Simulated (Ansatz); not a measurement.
Start from `N[SiH](N)N[SiH3]` and change one atom or group to get `N[SiH](N)N`.

Ansatz, PBE0-D4/def2-TZVP geometries, multiplicity 1. Each molecule was computed in one conformer, which needn't be the lowest.

| property | `N[SiH](N)N[SiH3]` |
| --- | --- |
| HOMO–LUMO gap (PBE0/def2-TZVPP) / eV | 7.68 |
| HOMO energy (PBE0/def2-TZVPP) / eV | -7.10 |
| LUMO energy (ωB97M-V/def2-TZVPP) / eV | 2.05 |
| size of the dipole moment (PBE/def2-TZVPP) / D | 2.25 |
| LUMO energy (PBE/def2-TZVPP) / eV | -0.25 |
| HOMO–LUMO gap (PBE/def2-TZVPP) / eV | 5.43 |

Problem. What does the change do to each property? (Best estimate.)

Solution. The calculation gave: 
```csv
property,`N[SiH](N)N`,shift
HOMO–LUMO gap (PBE0/def2-TZVPP) / eV,7.95,0.27
HOMO energy (PBE0/def2-TZVPP) / eV,-6.86,0.24
LUMO energy (ωB97M-V/def2-TZVPP) / eV,2.45,0.40
size of the dipole moment (PBE/def2-TZVPP) / D,1.12,-1.13
LUMO energy (PBE/def2-TZVPP) / eV,0.28,0.53
HOMO–LUMO gap (PBE/def2-TZVPP) / eV,5.69,0.26
```

With PBE0 the HOMO rises by 0.24 eV and the LUMO rises by 0.51 eV, so the gap widens by about 0.27 eV. PBE moves the HOMO by 0.26 eV and ωB97M-V by 0.24 eV. Dipoles are sizes alone; their direction can turn.
